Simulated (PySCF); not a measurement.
**Fe: ionisation energy**

Fe [Ar] 3d6 4s2 (5D) → Fe⁺ [Ar] 3d6 4s1 (6D), as a difference of total energies. Calculation: PySCF 2.14, in cc-pVTZ-DK; scalar relativity by spin-free X2C-1e. Correlated levels: valence: [Ar] frozen. The calculations carry no spin-orbit coupling.

Order these methods by the ionisation energy they give, lowest first.
A. UHF
B. MP2 (valence)
C. M06-L
D. SCS-MP2 (valence)

A (6.431 eV), B (7.446 eV), D (7.621 eV), C (8.088 eV).

Errors of the correlated levels include the incompleteness of this basis and the frozen core.

MP2 underrates the near-degeneracy of ns² with np² in the lower species.

For comparison: 7.904 eV (measured; NIST levels, between the centres of gravity of the two terms).
